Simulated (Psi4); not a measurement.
Calculation: SAPT0/jun-cc-pVDZ, frozen core (Psi4 1.11).

Psi4 input:

```
molecule {
0 1
C -0.15380096 0.00153711 -0.00205652
Cl 1.64035130 -0.01638419 0.02192883
H -0.48896399 -0.52330216 -0.89147452
H -0.51255966 -0.49719772 0.89315930
H -0.48502669 1.03534696 -0.02155709
--
0 1
C -1.50458162 0.98963031 -4.14556109
C -2.38839965 -0.01903431 -4.82506857
C -1.43495732 -0.45890330 -3.74908998
H -1.96322288 1.68438628 -3.45507444
H -0.67867521 1.40314229 -4.70831870
H -3.44501299 -0.00662124 -4.59435503
H -2.16047560 -0.28794254 -5.84759067
H -1.84653073 -0.74414210 -2.79041261
H -0.56200583 -1.02546457 -4.04366648
units angstrom
symmetry c1
no_reorient
no_com
}
set basis jun-cc-pvdz
set scf_type df
set freeze_core true
energy('sapt0')
```

Part of the output:

```
    SAPT Results
  --------------------------------------------------------------------------------------------------------
    Electrostatics                 -0.38545637 [mEh]      -0.24187752 [kcal/mol]      -1.01201556 [kJ/mol]
      Elst10,r                     -0.38545637 [mEh]      -0.24187752 [kcal/mol]      -1.01201556 [kJ/mol]

    Exchange                        1.42145529 [mEh]       0.89197666 [kcal/mol]       3.73203035 [kJ/mol]
      Exch10                        1.42145529 [mEh]       0.89197666 [kcal/mol]       3.73203035 [kJ/mol]
      Exch10(S^2)                   1.41949723 [mEh]       0.89074796 [kcal/mol]       3.72688945 [kJ/mol]

    Induction                      -0.22224765 [mEh]      -0.13946251 [kcal/mol]      -0.58351114 [kJ/mol]
      Ind20,r                      -0.28966000 [mEh]      -0.18176440 [kcal/mol]      -0.76050223 [kJ/mol]
      Exch-Ind20,r                  0.17813114 [mEh]       0.11177898 [kcal/mol]       0.46768324 [kJ/mol]
      delta HF,r (2)               -0.11071879 [mEh]      -0.06947709 [kcal/mol]      -0.29069215 [kJ/mol]

    Dispersion                     -1.32924456 [mEh]      -0.83411356 [kcal/mol]      -3.48993112 [kJ/mol]
      Disp20                       -1.42034529 [mEh]      -0.89128012 [kcal/mol]      -3.72911604 [kJ/mol]
      Exch-Disp20                   0.09110072 [mEh]       0.05716657 [kcal/mol]       0.23918492 [kJ/mol]
      Disp20 (SS)                  -0.71017264 [mEh]      -0.44564006 [kcal/mol]      -1.86455802 [kJ/mol]
      Disp20 (OS)                  -0.71017264 [mEh]      -0.44564006 [kcal/mol]      -1.86455802 [kJ/mol]
      Exch-Disp20 (SS)              0.05210624 [mEh]       0.03269716 [kcal/mol]       0.13680492 [kJ/mol]
      Exch-Disp20 (OS)              0.03899448 [mEh]       0.02446941 [kcal/mol]       0.10238000 [kJ/mol]

  Total HF                          0.81375127 [mEh]       0.51063663 [kcal/mol]       2.13650366 [kJ/mol]
  Total SAPT0                      -0.51549330 [mEh]      -0.32347693 [kcal/mol]      -1.35342746 [kJ/mol]
```
